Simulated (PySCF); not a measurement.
Species: C7H12O.
Numbering: `[CH2:1]=[C:2]1[CH2:3][CH2:4][C@@:5]1([CH3:6])[O:7][CH3:8]` (hydrogens: H9, H10 on C1; H11, H12 on C3; H13, H14 on C4; H15, H16, H17 on C6; H18, H19, H20 on C8)

The same species was optimised twice, with GFN2-xTB and with PBE0-D3(BJ)/def2-SVP (PySCF), and the same property calculations (PySCF, gas phase) were run on both structures.

| coordinate | GFN2-xTB | PBE0-D3(BJ)/def2-SVP | change |
| --- | --- | --- | --- |
| C5–C6 (Å) | 1.528 | 1.513 | -0.015 |
| C1=C2 (Å) | 1.317 | 1.330 | +0.013 |
| C3–C4 (Å) | 1.539 | 1.548 | +0.009 |
| O7–C8 (Å) | 1.405 | 1.397 | -0.008 |
| C2–C5 (Å) | 1.523 | 1.529 | +0.006 |
| C2–C3 (Å) | 1.504 | 1.510 | +0.006 |
| C5–O7 (Å) | 1.419 | 1.417 | -0.002 |
| C4–C5 (Å) | 1.548 | 1.546 | -0.002 |
| C2–C5–O7 (°) | 115.9 | 111.2 | -4.7 |
| C2–C5–C6 (°) | 114.3 | 118.7 | +4.4 |
| C4–C5–C6 (°) | 115.2 | 118.7 | +3.5 |
| C4–C5–O7 (°) | 108.6 | 105.9 | -2.7 |
| C1–C2–C3 (°) | 133.2 | 134.8 | +1.6 |
| C2–C3–C4 (°) | 89.2 | 87.6 | -1.6 |
| C1–C2–C5 (°) | 134.3 | 133.1 | -1.2 |
| C2–C5–C4 (°) | 88.2 | 87.0 | -1.2 |
| C4–C5–O7–C8 (°) | 160 | 162 | +2 |

Rotational constants: A = 2617, B = 1917, C = 1613 MHz (GFN2-xTB) against A = 2549, B = 1902, C = 1699 MHz (PBE0-D3(BJ)/def2-SVP). Point groups within 0.08 Å: C1 and C1.

On the GFN2-xTB structure: HOMO (eV) -7.09 [PBE0/pcSseg-1]; LUMO (eV) 0.05 [PBE0/pcSseg-1]; dipole (D) 1.02 [PBE0/pcSseg-1]; GIAO shielding of C1 (ppm) 70.4 [PBE0/pcSseg-1]; GIAO shielding of C2 (ppm) 26.9 [PBE0/pcSseg-1]; GIAO shielding of C3 (ppm) 161.5 [PBE0/pcSseg-1]; GIAO shielding of C4 (ppm) 152.3 [PBE0/pcSseg-1]; GIAO shielding of C5 (ppm) 104.7 [PBE0/pcSseg-1]; GIAO shielding of C6 (ppm) 164.2 [PBE0/pcSseg-1]; GIAO shielding of O7 (ppm) 278.6 [PBE0/pcSseg-1]; GIAO shielding of C8 (ppm) 134.9 [PBE0/pcSseg-1].

Task: What do these properties become on the PBE0-D3(BJ)/def2-SVP structure?

Result: 
```csv
property,level,on GFN2-xTB,on PBE0-D3(BJ)/def2-SVP,change
HOMO (eV),PBE0/pcSseg-1,-7.09,-7.21,-0.12
LUMO (eV),PBE0/pcSseg-1,0.05,0.10,+0.05
dipole (D),PBE0/pcSseg-1,1.02,0.93,-0.09
"energy, GFN2-xTB geometry as zero (kcal/mol)",PBE0/pcSseg-1,0.0,-1.3,-1.3
GIAO shielding of C1 (ppm),PBE0/pcSseg-1,70.4,70.7,+0.3
GIAO shielding of C2 (ppm),PBE0/pcSseg-1,26.9,25.3,-1.6
GIAO shielding of C3 (ppm),PBE0/pcSseg-1,161.5,153.4,-8.1
GIAO shielding of C4 (ppm),PBE0/pcSseg-1,152.3,149.6,-2.7
GIAO shielding of C5 (ppm),PBE0/pcSseg-1,104.7,102.3,-2.4
GIAO shielding of C6 (ppm),PBE0/pcSseg-1,164.2,165.8,+1.6
GIAO shielding of O7 (ppm),PBE0/pcSseg-1,278.6,284.5,+5.9
GIAO shielding of C8 (ppm),PBE0/pcSseg-1,134.9,133.9,-1.0
```

The heavy atoms differ by 0.170 Å rms after alignment. Among bonds between heavy atoms C5–C6 changes most (-0.015 Å). Changes are differences of the printed values. Neither structure is proved a minimum here.

Conformer computed: `[CH2:1]=[C:2]1[CH2:3][CH2:4][C@@:5]1([CH3:6])[O:7][CH3:8]`: C4–C5–O7–C8 162°.
